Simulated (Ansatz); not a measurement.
ClF3H2Si2 (`F[Si](F)(F)[SiH2]Cl`). Total charge 0; spin multiplicity 1.

```xyz
8

F    -0.474    2.027   -0.863
Si    0.394    1.087    0.062
F     1.882    1.150   -0.462
F     0.378    1.709    1.515
Si   -0.423   -1.099    0.082
Cl   -0.354   -1.810   -1.841
H     0.424   -1.951    0.949
H    -1.826   -1.113    0.558
```

(1) List the harmonic frequencies (cm⁻¹, unscaled) at PBE0-D4/def2-TZVP in Ansatz. (Estimate.)

(2) Is this a minimum?

(3) Give the ideal-gas thermochemistry at 298.15 K and 1 bar (rigid rotor, harmonic oscillator; point group Cs, symmetry number 1).

Answers

(1) Computed: 30, 77, 141, 182, 296, 300, 323, 491, 492, 565, 685, 792, 875, 933, 969, 973, 2245, 2258.

(2) Yes, all 18 modes are real.

(3) Zero-point energy 75.5 kJ/mol; H(298) − E = 99.0 kJ/mol; entropy 384.7 J/(mol·K), of which translation 171.4, rotation 121.6, vibration 91.7; G(298) − E = -15.7 kJ/mol. Modes under 100 cm⁻¹ are hindered rotations or soft bends, so the harmonic entropy is rough.
